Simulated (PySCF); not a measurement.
Computed IR spectrum (relative IR intensity) of a molecule C₄H₇F. The structure is a stationary point at PBE0-D3(BJ)/def2-SVP. The values are those of a single conformer. The numbers are results of PBE0-D3(BJ)/def2-SVP (PySCF), not measurements. Harmonic, unscaled wavenumbers; measured fundamentals usually lie a few per cent lower.

Lines under 2 % of the strongest are left out, and lines within 2 cm⁻¹ are merged.

```csv
ν (cm⁻¹),relative intensity
406,14
724,23
858,2.1
931,14
948,27
966,30
1026,33
1078,18
1134,41
1175,2.3
1314,100
1354,44
1415,11
1421,47
1447,4.6
1466,7.9
1524,62
3062,28
3153,14
3156,18
3175,19
3262,4.5
```

Q: Identify the compound among the candidates.
(A) C[C@H]1C[C@@H]1F
(B) CC1(F)CC1
(C) C=C(F)CC
(D) FC1CCC1

A: B, CC1(F)CC1
